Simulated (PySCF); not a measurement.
triflic acid anion (CHF₃O₃S), SMILES O=S(=O)(O)C(F)(F)F (connectivity only; charge and spin as stated), charge -1, multiplicity 2. Atoms are numbered in the order given.

```xyz
9

O      2.4378    -0.3224    -1.0879
S      0.8610     0.0734    -0.1349
O      1.2186    -0.5709     1.1791
O      0.8905     1.5663    -0.2093
C     -1.1934    -0.1140     0.0873
F     -1.7057     0.4882     1.1809
F     -1.8342     0.4027    -0.9864
F     -1.5401    -1.4215     0.1572
H      2.7289    -1.0984    -0.5855
```
Charge -1, spin multiplicity 2.

The structure is a stationary point at r2SCAN-D4/def2-SVPD. The multiplicity is an assumed one; other spin states were not compared. Other conformers were not sampled.

The numbers are results of PBE0/pcH-1 in PySCF, not measurements.

Unrestricted Kohn–Sham, ⟨S²⟩ = 0.760. Hyperfine tensors hold the contact and dipolar terms, without spin-orbit corrections.

Computed hyperfine couplings:
```csv
nucleus,A(iso) (MHz),A(iso) (G),dipolar principal values (MHz)
17O no. 1,-61.4,-21.9,"-85.4, 42.1, 43.3"
33S no. 2,404.9,144.5,"-38.3, -22.7, 61.0"
17O no. 3,1.4,0.5,"-29.9, 11.7, 18.2"
17O no. 4,-1.3,-0.4,"-36.2, 14.7, 21.6"
13C no. 5,508.2,181.3,"-30.0, -28.6, 58.7"
19F no. 6,244.6,87.3,"-97.9, -93.2, 191.2"
19F no. 7,66.6,23.8,"-44.5, -39.7, 84.2"
19F no. 8,64.5,23.0,"-43.8, -39.0, 82.8"
1H no. 9,-17.7,-6.3,"-21.4, -4.2, 25.6"
```
